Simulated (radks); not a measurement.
Results of a calculation; reference values are marked as such.
Task: Isoelectronic series with 10 electrons, each ion in its NIST ground configuration. Code: a radial shooting solver on a logarithmic mesh with Libxc functionals. Model: non-relativistic Kohn-Sham, LDA (Slater exchange, Perdew-Wang correlation), spin-polarised, spherical densities, point nucleus. Total energies (hartree) and orbital eigenvalues (hartree):

ion    configuration  E (hartree)         2p         2s         1s
Ne              [Ne]   -128.22992   -0.49785   -1.32260  -30.30577
Mg2+            [Ne]   -198.28733   -2.45671   -3.64321  -46.72706
Si4+            [Ne]   -284.40792   -5.45916   -7.01523  -67.20568
S6+             [Ne]   -386.55629   -9.47828  -11.40686  -91.70857
Ar8+            [Ne]   -504.71939  -14.50601  -16.80850  -120.2249
Ca10+           [Ne]   -638.89112  -20.53883  -23.21599  -152.7495
Ti12+           [Ne]   -789.06818  -27.57494  -30.62720  -189.2796
Cr14+           [Ne]   -955.24869  -35.61328  -39.04091  -229.8137
Fe16+           [Ne]  -1137.43148  -44.65322  -48.45639  -274.3505
Ni18+           [Ne]  -1335.61580  -54.69431  -58.87314  -322.8896
Ge22+           [Ne]  -1779.98724  -77.77895  -82.70930  -431.9722
Se24+           [Ne]  -2026.17378  -90.82214  -96.12832  -492.5151
Kr26+           [Ne]  -2288.36062  -104.8657  -110.5478  -557.0589
Sr28+           [Ne]  -2566.54766  -119.9097  -125.9676  -625.6034
Zr30+           [Ne]  -2860.73479  -135.9539  -142.3877  -698.1484

Estimate the row of Zn20+ ([Ne]).

Result: E (hartree) -1549.80117; 2p -65.73629; 2s -70.29086; 1s -375.4302.
